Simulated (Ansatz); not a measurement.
A run for Ansatz (an electronic-structure program): U-HF/def2-TZVPP on C2H4N (SMILES [CH]=NC), 2S+1 = 2, atoms moved off the minimum.

Ansatz 0.2 input:
```yaml
crystal:
  periodic: [false, false, false]
  atoms:
    - {symbol: C, position_ang: [1.22999213, -0.27441414, -0.13178484]}
    - {symbol: N, position_ang: [0.20888890, -0.42468409, -0.31679606]}
    - {symbol: C, position_ang: [-1.18718545, 0.14261932, 0.23942574]}
    - {symbol: H, position_ang: [1.95399572, 0.56254484, 0.60648321]}
    - {symbol: H, position_ang: [-1.64996233, 0.54384512, -0.65009328]}
    - {symbol: H, position_ang: [-1.56952329, -0.33610663, 1.03593446]}
    - {symbol: H, position_ang: [-0.53547522, 1.05012380, 0.72758330]}
basis:
  gaussian:
    orbitals: def2-TZVPP
hamiltonian:
  xc: {name: HF}
magnetization: {spin_polarized: true, initial_magnetization: 1}
output: {forces: true}
```

**Question.** What total energy does the run end on?

**Answer.** -132.3538 hartree.
